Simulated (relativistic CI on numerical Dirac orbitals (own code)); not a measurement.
# What each ingredient does to the levels of Pm52+

Base calculation: Dirac-Coulomb-Breit CI, separate exchange-only KLI orbitals for each configuration, QED by a radiative potential, unscaled Slater integrals.

Configurations in the expansion (outside the closed core 1s2): 2s2 2p5, 2s 2p6, 2p6 3s, 2p6 3p, 2p6 3d, 2s2 2p4 3s, 2s2 2p4 3p, 2s2 2p4 3d, 2s 2p5 3s, 2s 2p5 3p, 2s 2p5 3d, 2s2 2p4 4s, 2s2 2p4 4p, 2s2 2p4 4d, 2s2 2p4 4f, 2s 2p5 4s, 2s2 2p3 3s2, 2s 2p5 4p, 2s 2p5 4d, 2s 2p5 4f, 2s2 2p3 3s 3p, 2s2 2p4 5s, 2s2 2p4 5p, 2s2 2p4 5d, 2s2 2p3 3s 3d, 2s2 2p4 5f, 2s2 2p4 5g, 2s2 2p3 3p2, 2s2 2p3 3p 3d, 2s 2p4 3s2, 2s2 2p3 3d2, 2s 2p4 3s 3p, 2s 2p4 3s 3d, 2s 2p4 3p2, 2s 2p5 5s, 2s 2p5 5p. Levels of other configurations are missing.

Variants: (1) configuration mixing switched off. Shifts of the energy above 2s2 2p5 2P°_3/2, in eV, for the lowest level and the first level of each name with at least 55 % of one term (blank where a level changes its place among those of its configuration and J or its character, or is not in the variant):

```
             Level     Base   Δ(1)
   2s2 2p5 2P°_3/2     0.00   0.00
   2s2 2p5 2P°_1/2   577.87  -0.10
     2s 2p6 2S_1/2   939.44  +0.40
 2s2 2p4 3s 4P_5/2  5627.23  +0.33
 2s2 2p4 3s 2P_3/2  5635.91  +0.40
 2s2 2p4 3s 2S_1/2  5676.36  +2.85
2s2 2p4 3p 2P°_1/2  5775.82  +2.44
2s2 2p4 3p 4D°_7/2  5889.56  -0.74
 2s2 2p4 3d 4F_9/2  6043.73  -0.98
 2s2 2p4 3d 2D_3/2  6051.24  +1.58
 2s2 2p4 3d 2P_1/2  6054.88  -0.92
 2s2 2p4 3s 4P_3/2  6205.51  +0.44
 2s2 2p4 3s 2P_1/2  6213.05  +0.57
 2s2 2p4 3s 2D_5/2  6224.80  +0.13
 2s2 2p4 3s 2D_3/2  6229.08  +0.57
2s2 2p4 3p 2F°_7/2  6484.13  -0.66
 2s 2p5 3s 4P°_5/2  6523.32  -7.82
 2s 2p5 3s 2P°_3/2  6539.97  -4.23
 2s2 2p4 3d 4D_1/2  6576.88  -0.54
 2s 2p5 3s 2P°_1/2  6592.76  -5.42
 2s2 2p4 3d 2G_7/2  6600.77  -0.97
 2s2 2p4 3d 2G_9/2  6638.33  -1.05
```

At this charge energies of transitions that change n are usually good to better than 1 %, and those within a shell (Δn = 0) to a few per cent.

Ionisation energy from the two ground configurations alone: base 10377.7 eV. The NIST ASD value (theoretical) is 10378 eV.

LS names give the leading component of a level, which can be under half, so a name can repeat, a term be missing and a line seem to break the LS rules.
